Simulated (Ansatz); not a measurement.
`C[Si@H](O)[Si@H](O)F` + `[SiH3][SeH]` → `O[SiH](F)[SeH]` + `C[SiH](O)[SiH3]`  (redistribution)

Program: Ansatz. Geometries: PBE0-D4/def2-TZVP. ΔE: electronic, gas phase. CBS: MP2 limit from def2 TZ/QZ plus the TZ coupled-cluster correction, frozen cores. For Se outer-core shells are correlated without core-valence functions, which leaves a few kJ/mol of doubt a bond. Scalar relativity is left out up to krypton. Each species was taken in one conformer, which may not be the lowest.

`C[Si@H](O)[Si@H](O)F`:

Cartesian coordinates in Å:
```
C 1.937 -0.477 -0.779
Si 0.294 0.390 -0.730
O 0.515 1.908 -0.112
Si -1.294 -0.647 0.663
O -2.059 0.648 1.334
F -0.594 -1.517 1.818
H 2.340 -0.611 0.227
H 1.840 -1.461 -1.246
H 2.654 0.106 -1.363
H -0.274 0.455 -2.111
H -0.227 2.268 0.380
H -2.290 -1.571 0.053
H -2.843 0.508 1.867
```

`[SiH3][SeH]`:

```xyz
6

Si   -0.459   -0.027    0.346
Se    0.811    0.729   -1.389
H    -0.794   -1.464    0.189
H    -1.696    0.790    0.296
H     0.227    0.172    1.647
H     1.910   -0.200   -1.090
```

`O[SiH](F)[SeH]`:

Z-matrix (Å, degrees):
```
Si
F 1 1.593
Se 1 2.267 2 103.3
O 1 1.626 2 111.6 3 121.4
H 1 1.471 2 108.6 3 -122.2
H 3 1.470 1 91.2 2 177.2
H 4 0.960 1 118.0 2 -73.2
```

`C[SiH](O)[SiH3]`:

Z-matrix (Å, degrees):
```
C
Si 1 1.869
H 1 1.092 2 111.1
H 1 1.094 2 111.1 3 -120.6
H 1 1.094 2 110.3 3 120.0
O 2 1.657 1 112.1 3 59.1
Si 2 2.342 1 111.5 3 -59.2
H 2 1.496 1 107.9 3 -179.7
H 6 0.958 2 117.6 1 68.6
H 7 1.489 2 110.9 1 59.8
H 7 1.488 2 111.5 1 -178.9
H 7 1.490 2 109.3 1 -59.2
```

```
               species  HF/def2-TZVPP energy (Eh)
`C[Si@H](O)[Si@H](O)F`                 -869.31073
         `[SiH3][SeH]`                -2691.13675
      `O[SiH](F)[SeH]`                -2865.07478
     `C[SiH](O)[SiH3]`                 -695.37884
```

**Question.** Work out ΔE.

**Answer.** ΔE = (-2865.07478) + (-695.37884) − (-869.31073) − (-2691.13675) = -0.00614 Eh = -0.17 eV. CCSD(T)/CBS gives -0.20 eV.

Largest T1 diagnostic among the species: 0.012.

In def2-TZVPP, CCSD(T) changes the Hartree–Fock value by −0.04 eV (the triples alone add −0.01 eV) and MP2 by −0.04 eV. Leaving LDA and LC-ωPBE aside and taking each functional with its dispersion term where it has one, the values, not all of them listed here, spread over 0.06 eV, from B97M-V to BLYP-D4.
